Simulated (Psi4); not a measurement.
H5AlClNO2Si, singlet, at a GFN2-xTB geometry (such geometries of metal compounds can be far from the true shape); Psi4 with PBE/def2-TZVPPD.

The Psi4 input:
```
memory 2 GB

molecule mol {
0 1
Si    1.384494    0.443497    0.205227
Cl    2.846667   -0.918334   -0.092067
N    -0.100952   -0.370275   -0.111791
Al   -1.815339    0.211616   -0.046016
O    -2.943318   -0.912575   -0.441007
O    -2.150494    1.761642    0.384005
H     1.477082    0.894798    1.595233
H     1.615152    1.549254   -0.726829
H    -0.019023   -1.339369   -0.385308
H    -3.784966   -1.309016   -0.607778
H    -2.007942    2.655428    0.653419
}

set {
  basis def2-tzvppd
  reference rks
}

energy('pbe')
print_variables()
```

The log (banner, timings and long lists left out):

```
   => Loading Basis Set <=

    Name: DEF2-TZVPPD
    Role: ORBITAL
    Keyword: BASIS

         ---------------------------------------------------------
                                   SCF
               by Justin Turney, Rob Parrish, Andy Simmonett
                          and Daniel G. A. Smith
                              RKS Reference
         ---------------------------------------------------------

  ==> Geometry <==

    Molecular point group: c1
    Full point group: C1

    Geometry (in Angstrom), charge = 0, multiplicity = 1:

       Center              X                  Y                   Z               Mass
    ------------   -----------------  -----------------  -----------------  -----------------
         SI           1.358470740540     0.465699410537     0.209935623714    27.976926534650
         CL           2.820643740540    -0.896131589463    -0.087358376286    34.968852682000
         N           -0.126975259460    -0.348072589463    -0.107082376286    14.003074004430
         AL          -1.841362259460     0.233818410537    -0.041307376286    26.981538530000
         O           -2.969341259460    -0.890372589463    -0.436298376286    15.994914619570
         O           -2.176517259460     1.783844410537     0.388713623714    15.994914619570
         H            1.451058740540     0.917000410537     1.599941623714     1.007825032230
         H            1.589128740540     1.571456410537    -0.722120376286     1.007825032230
         H           -0.045046259460    -1.317166589463    -0.380599376286     1.007825032230
         H           -3.810989259460    -1.286813589463    -0.603069376286     1.007825032230
         H           -2.033965259460     2.677630410537     0.658127623714     1.007825032230

  Running in c1 symmetry.

  Rotational constants: A =      0.15470  B =      0.02472  C =      0.02148 [cm^-1]
  Rotational constants: A =   4637.85017  B =    741.12991  C =    643.80833 [MHz]
  Nuclear repulsion =  414.753621593719686

  Charge       = 0
  Multiplicity = 1
  Electrons    = 72
  Nalpha       = 36
  Nbeta        = 36

  ==> Algorithm <==

  SCF Algorithm Type is DF.
  DIIS enabled.
  MOM disabled.
  Fractional occupation disabled.
  Guess Type is SAD.
  Energy threshold   = 1.00e-06
  Density threshold  = 1.00e-06
  Integral threshold = 1.00e-12

  ==> Primary Basis <==

  Basis Set: DEF2-TZVPPD
    Blend: DEF2-TZVPPD
    Number of shells: 125
    Number of basis functions: 349
    Number of Cartesian functions: 393
    Spherical Harmonics?: true
    Max angular momentum: 3

  ==> DFT Potential <==

   => LibXC <=

    Version 7.1.2
    S. Lehtola, C. Steigemann, M. J. T. Oliveira, and M. A. L. Marques,  SoftwareX 7, 1–5 (2018) (10.1016/j.softx.2017.11.002)

   => Composite Functional: PBE <=

    PBE GGA Exchange-Correlation Functional

    J.P. Perdew et. al., Phys. Rev. Lett., 77(18), 3865-3868, 1996

    Deriv               =              1
    GGA                 =           TRUE
    Meta                =          FALSE

    Exchange Hybrid     =          FALSE
    MP2 Hybrid          =          FALSE

   => Exchange Functionals <=

    1.0000     XC_GGA_X_PBE

   => Correlation Functionals <=

    1.0000     XC_GGA_C_PBE

   => LibXC Density Thresholds  <==

    XC_GGA_C_PBE:  1.00E-12
    XC_GGA_X_PBE:  1.00E-15

   => Molecular Quadrature <=

    Radial Scheme          =       TREUTLER
    Pruning Scheme         =           NONE
    Nuclear Scheme         =       TREUTLER

    Blocking Scheme        =         OCTREE
    BS radius alpha        =              1
    Pruning alpha          =              1
    Radial Points          =             75
    Spherical Points       =            302
    Total Points           =         237762
    Total Blocks           =           1806
    Max Points             =            256
    Max Functions          =            305
    Weights Tolerance      =       1.00E-15

   => Loading Basis Set <=

    Name: (DEF2-TZVPPD AUX)
[...]

    J tasked:                   Yes
    K tasked:                    No
    wK tasked:                   No
    Algorithm:                 Core
    Schwarz Cutoff:           1E-12
    Mask sparsity (%):      11.3201
    Fitting Condition:        1E-10

   => Auxiliary Basis Set <=

  Basis Set: (DEF2-TZVPPD AUX)
    Blend: DEF2-UNIVERSAL-JKFIT
    Number of shells: 219
    Number of basis functions: 705
    Number of Cartesian functions: 844
    Spherical Harmonics?: true
    Max angular momentum: 4

  Minimum eigenvalue in the overlap matrix is 3.1555736112E-05.
  Reciprocal condition number of the overlap matrix is 2.8766856972E-06.
    Using symmetric orthogonalization.

  ==> Pre-Iterations <==

  SCF Guess: Superposition of Atomic Densities via on-the-fly atomic UHF (no occupation information).

   -------------------------
    Irrep   Nso     Nmo
   -------------------------
     A        349     349
   -------------------------
    Total     349     349
   -------------------------

  ==> Iterations <==

                           Total Energy        Delta E     RMS |[F,P]|

   @DF-RKS iter SAD: -1199.25229027617252   -1.19925e+03   0.00000e+00
   @DF-RKS iter   1: -1198.94081969407671    3.11471e-01   4.82321e-03 DIIS/ADIIS
   @DF-RKS iter   2: -1191.61729868344082    7.32352e+00   1.04187e-02 DIIS/ADIIS
   @DF-RKS iter   3: -1199.89224561364585   -8.27495e+00   1.07564e-03 DIIS/ADIIS
   @DF-RKS iter   4: -1199.94981884372760   -5.75732e-02   7.46391e-04 DIIS/ADIIS
   @DF-RKS iter   5: -1199.98142107642252   -3.16022e-02   2.12897e-04 DIIS/ADIIS
   @DF-RKS iter   6: -1199.98286869188087   -1.44762e-03   1.18075e-04 DIIS/ADIIS
   @DF-RKS iter   7: -1199.98359346366556   -7.24772e-04   3.48570e-05 DIIS
   @DF-RKS iter   8: -1199.98364511585351   -5.16522e-05   1.34538e-05 DIIS
   @DF-RKS iter   9: -1199.98365559286140   -1.04770e-05   1.48267e-06 DIIS
   @DF-RKS iter  10: -1199.98365568019176   -8.73304e-08   7.01349e-07 DIIS
  Energy and wave function converged.

  ==> Post-Iterations <==

   Electrons on quadrature grid:
      Ntotal   =   72.0000485500 ; deviation = 4.855e-05

    Orbital Energies [Eh]
    ---------------------

    Doubly Occupied:

[...]
    Virtual:

[...]
     349A     43.802532

    Final Occupation by Irrep:
              A
    DOCC [    36 ]
    NA   [    36 ]
    NB   [    36 ]

  @DF-RKS Final Energy: -1199.98365568019176

   => Energetics <=

    Nuclear Repulsion Energy =            414.7536215937196857
    One-Electron Energy =               -2486.9888732565268583
    Two-Electron Energy =                 965.6034884043332340
    DFT Exchange-Correlation Energy =     -93.3518924217180484
    Empirical Dispersion Energy =           0.0000000000000000
    VV10 Nonlocal Energy =                  0.0000000000000000
    Total Energy =                      -1199.9836556801917595

Computation Completed

Properties will be evaluated at   0.000000,   0.000000,   0.000000 [a0]

Properties computed using the SCF density matrix

 Multipole Moments:

 ------------------------------------------------------------------------------------
     Multipole            Electronic (a.u.)      Nuclear  (a.u.)        Total (a.u.)
 ------------------------------------------------------------------------------------

 L = 1.  Multiply by 2.5417464519 to convert [e a0] to [Debye]
 Dipole X            :          2.6227600           -3.5407490           -0.9179890
 Dipole Y            :         -2.7162884            3.0208549            0.3045665
 Dipole Z            :         -0.6077633            0.6406850            0.0329217
 Magnitude           :                                                    0.9677543

 ------------------------------------------------------------------------------------

  Variable Map:
  ----------------------------------------------------------------------------
[...]
  Array Variable Map:
  ----------------------------------------------------------------------------
[...]
[...]
```
